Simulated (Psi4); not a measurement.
A dimer, H2 ··· H6B3N3 (SMILES [H][H] and B1NBNBN1); the first 2 atoms form monomer A.

```
14

H      0.3719     0.0000     0.0000
H     -0.3719     0.0000     0.0000
B      0.7038    -3.9430    -1.4296
N     -0.0029    -3.4943    -2.5860
B      0.5081    -2.4960    -3.4693
N      1.7854    -1.9420    -3.1536
B      2.5461    -2.3441    -2.0145
N      1.9755    -3.3468    -1.1737
H      0.2519    -4.7789    -0.7092
H     -0.9020    -3.9000    -2.7876
H     -0.1049    -2.1404    -4.4283
H      2.1669    -1.2361    -3.7617
H      3.6111    -1.8636    -1.7758
H      2.4930    -3.6470    -0.3640
```

What interaction energy does SAPT0/jun-cc-pVDZ, frozen core (Psi4) give, and which attractive term is the largest?

Total -0.14 kcal/mol: electrostatics 0.00, exchange 0.10, induction -0.01, dispersion -0.24. The most attractive term is dispersion.
